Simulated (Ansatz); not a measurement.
# A ladder of methods for BrCl (SMILES ClBr)

The species is BrCl (2 atoms), meant as a singlet with charge 0. As SMILES, `ClBr`. The bond length is the measured one. The run starts from this shape.

```xyz
2

Cl    0.0000    0.0000    0.0000
Br    0.0000    0.0000    2.1361
```

Quantity: the adiabatic ionisation energy (to the doublet cation, no zero-point term), in eV. The values are calculated.

| level | kind | program | value (eV) |
| --- | --- | --- | --- |
| HF/STO-3G | Hartree–Fock | Ansatz | 9.15 |
| HF/3-21G | Hartree–Fock | Ansatz | 10.34 |
| HF/6-31G* (Cartesian functions) | Hartree–Fock | Ansatz | 10.59 |
| SVWN5/def2-TZVP | LDA | Ansatz | 10.82 |
| PBE/def2-SVP | GGA | Ansatz | 10.70 |
| r2SCAN/def2-TZVP | meta-GGA | Ansatz | 10.81 |
| B3LYP/6-31G* (Cartesian functions) | global hybrid | Ansatz | 10.99 |
| wB97X-V/def2-TZVP | range-separated hybrid | Ansatz | 10.97 |
| MP2/6-31G* (Cartesian functions) | perturbation theory | Ansatz | 10.90 |
| MP2/aug-cc-pVDZ | perturbation theory | Ansatz | 11.06 |

All-electron rows without a relativistic Hamiltonian named are non-relativistic. Spin-orbit coupling, which can split open shells on such heavy atoms by tenths of an eV, is left out. The values span 9.15 to 11.06 eV. Spin contamination of the reference (⟨S²⟩ at least 0.1 too high) touches HF/3-21G. In the correlated wave-function rows the outer d shell of Br is correlated, in sets not made for it. Without the sets that lack polarisation functions the rows with a basis span only 10.59 to 11.06 eV.
